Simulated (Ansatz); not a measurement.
Consider the ligand exchange at a Ge–O bond: `C[NH][GeH]([F])[O]C` + H–F → `C[NH][GeH]([F])[F]` + CH₃OH.

Computed with Ansatz on PBE0-D4/def2-TZVP structures; ΔE is electronic, products minus reactants. CBS: MP2 limit from def2 TZ/QZ plus the TZ coupled-cluster correction, frozen cores. This one scheme is used for every species. Functionals use def2-TZVPP. B3LYP here is the variant with VWN-RPA as its local correlation; programs differ in this. For Ge outer-core shells are correlated without core-valence functions, which leaves a few kJ/mol of doubt a bond. Scalar relativity is left out up to krypton. One conformer a species, not always the lowest.

```json
{"level": "PBE0-D4", "ΔE (kcal/mol)": "-7.2", "difference from CCSD(T)/CBS": "-1.3"}
{"level": "B3LYP-D4", "ΔE (kcal/mol)": "-7.6", "difference from CCSD(T)/CBS": "-1.7"}
{"level": "B2PLYP", "ΔE (kcal/mol)": "-8.1", "difference from CCSD(T)/CBS": "-2.2"}
{"level": "PBE", "ΔE (kcal/mol)": "-8.6", "difference from CCSD(T)/CBS": "-2.7"}
{"level": "r2SCAN", "ΔE (kcal/mol)": "-8.5", "difference from CCSD(T)/CBS": "-2.6"}
{"level": "MP2/def2-TZVPP", "ΔE (kcal/mol)": "-5.5", "difference from CCSD(T)/CBS": "0.4"}
{"level": "CCSD/def2-TZVPP", "ΔE (kcal/mol)": "-6.7", "difference from CCSD(T)/CBS": "-0.8"}
{"level": "HF/CBS(def2)", "ΔE (kcal/mol)": "-10.6", "difference from CCSD(T)/CBS": "-4.7"}
{"level": "MP2/CBS(def2)", "ΔE (kcal/mol)": "-5.2", "difference from CCSD(T)/CBS": "0.7"}
{"level": "CCSD/CBS(def2)", "ΔE (kcal/mol)": "-6.4", "difference from CCSD(T)/CBS": "-0.5"}
{"level": "CCSD(T)/CBS", "ΔE (kcal/mol)": "-5.9", "difference from CCSD(T)/CBS": "0"}
```

Largest T1 diagnostic among the species: 0.012.

The D4 term adds +1.8 kcal/mol with B3LYP and +1.0 kcal/mol with PBE0; it sums over pairs of atoms, weighted by their polarisabilities, and B3LYP, whose exchange is more repulsive, gets the larger term. In def2-TZVPP, CCSD(T) changes the Hartree–Fock value by +3.9 kcal/mol (the triples alone add +0.5 kcal/mol) and MP2 by +4.6 kcal/mol.
